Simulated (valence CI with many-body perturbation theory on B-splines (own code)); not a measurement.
## Sr7+: one-electron terms

Computed by valence CI with perturbative core correlation (CI+MBPT): three valence electrons over a frozen Dirac-Fock core [Ar] 3d10, a basis of 11 s, 11 p, 9 d, 7 f, 5 g, 2 h, 1 i functions for each j, with the one-electron correlation potential Σ1, the two-electron term Σ2, the three-electron term Σ3, Breit, model QED; selected CI, second order for the rest, scaled by the run's own slope (own B-spline code, finite nucleus).

Against 9 measured levels this calculation errs by 104 cm⁻¹ on average and by 168 at most. These come from a selection out of Sansonetti, J. Phys. Chem. Ref. Data 41, 013102 (2012). Levels without a partner in it may be off by more.

These are the spectroscopic orbitals of the CI (the correlating ones are not listed), shaped by the core and the other valence electrons. h is the expectation value of the core's Dirac-Fock operator, without the valence repulsion; Σ1 is computed up to l = 3 at one energy for each symmetry, that of its lowest orbital but kept below the first core excitation, so for empty shells it is not the orbital's own correlation shift; Breit and QED include the response of the core.

| Orbital | h (hartree) | Σ1 (cm⁻¹) | Breit (cm⁻¹) | QED (cm⁻¹) | ⟨r⟩ (bohr) |
| --- | --- | --- | --- | --- | --- |
| 4s1/2 | -6.4592 | -9801 | 411 | 345 | 1.238 |
| 5s1/2 | -3.423 | -2600 | 142 | 118 | 2.396 |
| 6s1/2 | -2.1236 | -1090 | 64.8 | 53.9 | 3.941 |
| 7s1/2 | -1.4478 | -573 | 35.4 | 29.5 | 5.850 |
| 4p1/2 | -5.6654 | -8454 | 600 | -22.4 | 1.329 |
| 5p1/2 | -3.0875 | -2312 | 207 | -7.8 | 2.599 |
| 6p1/2 | -1.9557 | -1041 | 101 | -3.8 | 4.219 |
| 7p1/2 | -1.3516 | -566 | 57.0 | -2.1 | 6.213 |
| 4p3/2 | -5.5961 | -8087 | 363 | 5.9 | 1.348 |
| 5p3/2 | -3.0599 | -2241 | 126 | 1.9 | 2.623 |
| 6p3/2 | -1.9418 | -1013 | 63.3 | 0.9 | 4.251 |
| 7p3/2 | -1.3436 | -552 | 35.8 | 0.5 | 6.251 |
| 4d3/2 | -4.3324 | -5497 | 110 | -14.7 | 1.593 |
| 5d3/2 | -2.5231 | -1877 | 45.8 | -5.9 | 3.049 |
| 6d3/2 | -1.6639 | -936 | 24.5 | -3.1 | 4.842 |
| 4d5/2 | -4.3217 | -5438 | 35.1 | -9.0 | 1.599 |
| 5d5/2 | -2.5185 | -1862 | 14.6 | -3.7 | 3.055 |
| 6d5/2 | -1.6614 | -930 | 7.9 | -2.0 | 4.850 |
| 4f5/2 | -3.1424 | -2757 | 0.0 | -0.6 | 2.030 |
| 5f5/2 | -2.0063 | -1340 | 0.1 | -0.5 | 3.658 |
| 4f7/2 | -3.1426 | -2748 | -6.7 | -0.3 | 2.030 |
| 5f7/2 | -2.0064 | -1333 | -4.8 | -0.3 | 3.658 |
| 5g7/2 | -1.9273 |  | -0.1 | -0.1 | 3.408 |
| 5g9/2 | -1.9272 |  | -0.1 | 0.1 | 3.408 |

Among the shells of the start configuration 4s2 4p1, Σ1 is largest in size for 4s1/2, where it is 0.69 % of h.

Lowest root of each symmetry, sizes in configuration state functions:

```tsv
J	Parity	Roots	Reference	Variational	Second order	Change by selected CI (cm⁻¹)	Change by second order (cm⁻¹)
1/2	even	11	43	9384	27620	-1276	0
3/2	even	13	61	15591	51329	-1189	-1
5/2	even	12	56	18129	70006	-1245	-1
7/2	even	6	32	14969	70854	-3648	-4
9/2	even	3	15	12219	59862	-3989	-4
11/2	even	1	2	5678	47744	-5005	-6
1/2	odd	11	49	10699	29168	-2388	-1
3/2	odd	16	76	16295	55083	-2345	-1
5/2	odd	11	70	17882	72120	-1964	-3
7/2	odd	6	52	15995	73296	-1704	-2
9/2	odd	2	28	8508	57347	-1677	-5
```
